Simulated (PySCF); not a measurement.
From one molecule to another.

First species: C6H10P2.
SMILES: `C=C(C)/P=P\C=C\C`

Second species: C₄H₁₂FPSi.
SMILES: `C([C@@H]([SiH2]P)CC)F`

Levels: PBE0/def2-SVPD for dipole moment, HOMO energy, LUMO energy, HOMO–LUMO gap, static isotropic polarisability and electronic spatial extent ⟨r²⟩ about the centre of nuclear charge; TDDFT PBE0/def2-SVPD for lowest singlet excitation; TDA PBE0/def2-SVPD for lowest triplet excitation (Tamm–Dancoff); GFN2-xTB for rotational constant A and rotational constant C. Geometries: GFN2-xTB. All species are isolated and taken at one optimised geometry, non-relativistic unless stated. Electronic properties by PySCF.

Dipoles, sizes and rotational constants follow the conformer. The torsions of the flexible species, by atom-mapped SMILES:
- `[CH2:1]=[C:2]([CH3:3])/[P:4]=[P:5]\[CH:6]=[CH:7]\[CH3:8]`: C1–C2–P4–P5 -77°, P4–P5–C6–C7 -82°
- `[CH3:1][CH2:2][C@@H:3]([CH2:4][F:5])[SiH2:6][PH2:7]`: C1–C2–C3–C4 -66°, C2–C3–C4–F5 -176°, C2–C3–Si6–P7 -87°, H–P7–Si6–C3 -83°, H–P7–Si6–C3 -176°

Q: Which has the higher ⟨r²⟩?

A: The first: 1492 bohr² against 1294 bohr², a difference of 198 bohr².

Q: Which of the two has the higher rotational constant A, and by how much?

A: The second: 1.718 GHz against 1.647 GHz, a difference of 0.071 GHz.

Q: Which has the higher HOMO energy?

A: The first: -6.78 eV against -7.41 eV, a difference of 0.63 eV.

Q: Which has the higher rotational constant C?

A: The second: 1.044 GHz against 0.834 GHz, a difference of 0.210 GHz.

Q: Which has the higher LUMO energy?

A: The second: 0.31 eV against -2.43 eV, a difference of 2.74 eV.

Q: Which of the two has the higher dipole moment, and by how much?

A: The first: 2.94 D against 1.63 D, a difference of 1.31 D.

Q: Which of the two has the higher HOMO–LUMO gap, and by how much?

A: The second: 7.72 eV against 4.35 eV, a difference of 3.37 eV.

Q: Which of the two has the higher T1 energy, and by how much?

A: The second: 5.63 eV against 2.10 eV, a difference of 3.53 eV.

On the first: The dipole matches unit charges of opposite sign 0.61 Å apart (1 e·Å = 4.8032 D). A dipole of 2.94 D is allowed in C1, and pure rotational transitions are dipole-allowed. GFN2-xTB frequencies show an imaginary mode (44i cm⁻¹), so this geometry is no minimum at that level.

On the second: In wavenumbers S1 is 51900 cm⁻¹ (1 eV = 8065.54 cm⁻¹). S1 lies 1.28 eV below the HOMO–LUMO gap.
